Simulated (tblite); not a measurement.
Parent: `[CH3:1][O:2]/[C:3]([C:4]#[N:5])=[CH:6]/[SiH2:7][CH3:8]` with C1–O2–C3–C4 180°, C3–C6–Si7–C8 169°, C5H9NOSi.

The geometries are computed with GFN2-xTB (gas phase). One conformer each, not checked by frequencies here.

| coordinate of the parent | value |
| --- | --- |
| C1–O2 | 1.406 Å |
| O2–C3 | 1.363 Å |
| C3–C4 | 1.423 Å |
| C4≡N5 | 1.145 Å |
| C3=C6 | 1.340 Å |
| C6–Si7 | 1.882 Å |
| Si7–C8 | 1.898 Å |
| C1–O2–C3 | 117.6° |
| O2–C3–C4 | 112.1° |
| O2–C3–C6 | 128.4° |
| C4–C3–C6 | 119.5° |
| C3–C4–N5 | 178.8° |
| C3–C6–Si7 | 123.6° |
| C6–Si7–C8 | 105.7° |

Q: How does the shared frame change in `[CH3:1][O:2]/[C:3](=[CH:4]/[SiH2:5][CH3:6])[CH2:7][C:8]#[N:9]` with C1–O2–C3–C4 -3°, C3–C4–Si5–C6 -179°, O2–C3–C7–C8 -97°, C6H11NOSi? Atoms pair as C1 = C1, O2 = O2, C3 = C3, C4 = C7, C6 = C4, Si7 = Si5, C8 = C6 (parent first).

A: 
```json
{"parent": "C1–O2", "relative": "C1–O2", "value in the relative": "1.406 Å", "change": "0.000"}
{"parent": "O2–C3", "relative": "O2–C3", "value in the relative": "1.364 Å", "change": "+0.001"}
{"parent": "C3–C4", "relative": "C3–C7", "value in the relative": "1.512 Å", "change": "+0.089"}
{"parent": "C3=C6", "relative": "C3=C4", "value in the relative": "1.331 Å", "change": "-0.009"}
{"parent": "C6–Si7", "relative": "C4–Si5", "value in the relative": "1.875 Å", "change": "-0.007"}
{"parent": "Si7–C8", "relative": "Si5–C6", "value in the relative": "1.896 Å", "change": "-0.002"}
{"parent": "C1–O2–C3", "relative": "C1–O2–C3", "value in the relative": "118.5°", "change": "+0.9"}
{"parent": "O2–C3–C4", "relative": "O2–C3–C7", "value in the relative": "109.3°", "change": "-2.8"}
{"parent": "O2–C3–C6", "relative": "O2–C3–C4", "value in the relative": "127.3°", "change": "-1.1"}
{"parent": "C4–C3–C6", "relative": "C7–C3–C4", "value in the relative": "123.3°", "change": "+3.8"}
{"parent": "C3–C6–Si7", "relative": "C3–C4–Si5", "value in the relative": "124.5°", "change": "+0.9"}
{"parent": "C6–Si7–C8", "relative": "C4–Si5–C6", "value in the relative": "107.2°", "change": "+1.5"}
```

Of the parent's bonds, C3–C4 changes most (+0.089 Å). Bonds of the relative outside the shared frame: C7–C8 1.441, C8≡N9 1.143 Å. Point group C1 → C1.

Q: How does the shared frame change in `[CH2:1]=[CH:2]/[C:3]([SiH2:4][CH3:5])=[C:6](/[C:7]#[N:8])[O:9][CH3:10]` with C1–C2–C3–Si4 5°, C2–C3–Si4–C5 -78°, C3–C6–O9–C10 180°, C7H11NOSi? Atoms pair as C1 = C10, O2 = O9, C3 = C6, C4 = C7, N5 = N8, C6 = C3, Si7 = Si4, C8 = C5 (parent first).

A: 
```tsv
parent	relative	value in the relative	change
C1–O2	C10–O9	1.408 Å	+0.002
O2–C3	O9–C6	1.369 Å	+0.006
C3–C4	C6–C7	1.413 Å	-0.010
C4≡N5	C7≡N8	1.149 Å	+0.004
C3=C6	C6=C3	1.360 Å	+0.020
C6–Si7	C3–Si4	1.896 Å	+0.014
Si7–C8	Si4–C5	1.900 Å	+0.002
C1–O2–C3	C10–O9–C6	117.4°	-0.2
O2–C3–C4	O9–C6–C7	117.6°	+5.5
O2–C3–C6	O9–C6–C3	121.3°	-7.1
C4–C3–C6	C7–C6–C3	121.1°	+1.6
C3–C4–N5	C6–C7–N8	177.4°	-1.4
C3–C6–Si7	C6–C3–Si4	120.7°	-2.9
C6–Si7–C8	C3–Si4–C5	108.1°	+2.4
```

Of the parent's bonds, C3–C6 changes most (+0.020 Å). Bonds of the relative outside the shared frame: C1=C2 1.330, C2–C3 1.447 Å. Point group C1 → C1.

Q: How does the shared frame change in `[CH:1]#[C:2][CH2:3][SiH2:4]/[CH:5]=[C:6](/[C:7]#[N:8])[O:9][CH3:10]` with C2–C3–Si4–C5 -52°, C3–Si4–C5–C6 -58°, C5–C6–O9–C10 179°, C7H9NOSi? Atoms pair as C1 = C10, O2 = O9, C3 = C6, C4 = C7, N5 = N8, C6 = C5, Si7 = Si4, C8 = C3 (parent first).

A: 
```json
{"parent": "C1–O2", "relative": "C10–O9", "value in the relative": "1.410 Å", "change": "+0.004"}
{"parent": "O2–C3", "relative": "O9–C6", "value in the relative": "1.362 Å", "change": "-0.001"}
{"parent": "C3–C4", "relative": "C6–C7", "value in the relative": "1.419 Å", "change": "-0.004"}
{"parent": "C4≡N5", "relative": "C7≡N8", "value in the relative": "1.148 Å", "change": "+0.003"}
{"parent": "C3=C6", "relative": "C6=C5", "value in the relative": "1.342 Å", "change": "+0.002"}
{"parent": "C6–Si7", "relative": "C5–Si4", "value in the relative": "1.879 Å", "change": "-0.003"}
{"parent": "Si7–C8", "relative": "Si4–C3", "value in the relative": "1.916 Å", "change": "+0.018"}
{"parent": "C1–O2–C3", "relative": "C10–O9–C6", "value in the relative": "117.1°", "change": "-0.5"}
{"parent": "O2–C3–C4", "relative": "O9–C6–C7", "value in the relative": "119.7°", "change": "+7.6"}
{"parent": "O2–C3–C6", "relative": "O9–C6–C5", "value in the relative": "120.3°", "change": "-8.1"}
{"parent": "C4–C3–C6", "relative": "C7–C6–C5", "value in the relative": "120.0°", "change": "+0.5"}
{"parent": "C3–C4–N5", "relative": "C6–C7–N8", "value in the relative": "178.1°", "change": "-0.7"}
{"parent": "C3–C6–Si7", "relative": "C6–C5–Si4", "value in the relative": "121.1°", "change": "-2.5"}
{"parent": "C6–Si7–C8", "relative": "C5–Si4–C3", "value in the relative": "108.7°", "change": "+3.0"}
```

Of the parent's bonds, Si7–C8 changes most (+0.018 Å). Bonds of the relative outside the shared frame: C1≡C2 1.197, C2–C3 1.442 Å. Point group C1 → C1.
